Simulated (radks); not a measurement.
Q: Species: Sn III. Configuration: [Ar] 3d10 4s2 4p5.5 4d10 5s2 5p0.5 (fractional occupations, a model configuration). All-electron calculation, Dirac Kohn-Sham, LDA (Slater exchange, Perdew-Wang correlation), spin-unpolarised, spherical densities, finite nucleus; open shells are shared between the two j in proportion to 2j + 1; Fermi nuclear charge, rms radius 4.6519 fm. Program: a radial shooting solver on a logarithmic mesh with Libxc functionals. Some entries of the table are withheld. Estimate them.

orbital      occ.  eigenvalue (eV)  <r^2> (bohr^2)  <1/r> (bohr^-1)
1s1/2           2              (1)        0.001145            53.03
2s1/2           2        -4394.758         0.01854            12.30
2p1/2           2        -4109.150         0.01377            12.29
2p3/2           4        -3878.818         0.01508            11.44
3s1/2           2              (2)          0.1320            4.345
3p1/2           2        -749.8468          0.1268              (3)
3p3/2           4        -707.7869          0.1354              (4)
3d3/2           4        -501.4002             (5)            3.898
3d5/2           6        -492.7074             (6)            3.844
4s1/2           2        -155.5521          0.7532            1.717
4p1/2     1.83333        -116.6616          0.8468            1.602
4p3/2     3.66667        -108.9154          0.9060            1.534
4d3/2           4         -47.6712             (7)            1.253
4d5/2           6         -46.5759             (8)            1.236
5s1/2           2         -27.9275           5.253           0.6002
5p1/2    0.166667         -19.7277           7.200           0.5078
5p3/2    0.333333         -18.9338           7.664           0.4900

A: 
(1) 1s1/2 eigenvalue (eV): -28983.24
(2) 3s1/2 eigenvalue (eV): -866.1096
(3) 3p1/2 <1/r> (bohr^-1): 4.257
(4) 3p3/2 <1/r> (bohr^-1): 4.049
(5) 3d3/2 <r^2> (bohr^2): 0.1162
(6) 3d5/2 <r^2> (bohr^2): 0.1187
(7) 4d3/2 <r^2> (bohr^2): 1.343
(8) 4d5/2 <r^2> (bohr^2): 1.377
